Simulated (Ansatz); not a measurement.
C3H8BN can be A, `C/C=C\BN`, or B, `BNCC=C`.

Calculated with Ansatz (gas phase, PBE0-D4/def2-TZVP geometries, no zero-point term in ΔE). CCSD(T)/CBS is the MP2 limit (def2-TZVPP, def2-QZVPP) plus CCSD(T) − MP2 in def2-TZVPP, frozen cores. Functionals use def2-TZVPP. B3LYP here is the variant with VWN-RPA as its local correlation; programs differ in this. Each species was taken in one conformer, which may not be the lowest.

(1) Which is lower in electronic energy at CCSD(T)/CBS, and by how much? (An estimate is asked.)

(2) Give E(B) − E(A) in kcal/mol with B3LYP, CCSD(T)/def2-TZVPP, B3LYP-D4, HF/def2-TZVPP, CCSD/def2-TZVPP, CCSD(T)/def2-SVP, PBE-D4. (Estimate.)

(3) Does the order hold for the free energy at 298.15 K (harmonic terms from PBE0-D4)? (Estimate.)

Largest T1 diagnostic: 0.012.

## Answers

(1) The calculation gave: A, by 18.8 kcal/mol.

(2) Ansatz gave: B3LYP 19.2, CCSD(T)/def2-TZVPP 18.3, B3LYP-D4 19.1, HF/def2-TZVPP 17.8, CCSD/def2-TZVPP 18.2, CCSD(T)/def2-SVP 16.2, PBE-D4 19.9. None reverses the order clearly.

(3) The calculation gave: Yes: G(B) − G(A) = +18.3 kcal/mol, for one conformer each.

At CCSD(T), def2-SVP lies −2.6 kcal/mol from the extrapolated value and def2-TZVPP −0.5 kcal/mol. Leaving LDA and LC-ωPBE aside and taking each functional with its dispersion term where it has one, the values, not all of them listed here, spread over 3.2 kcal/mol, from ωB97X-V to B97M-V.
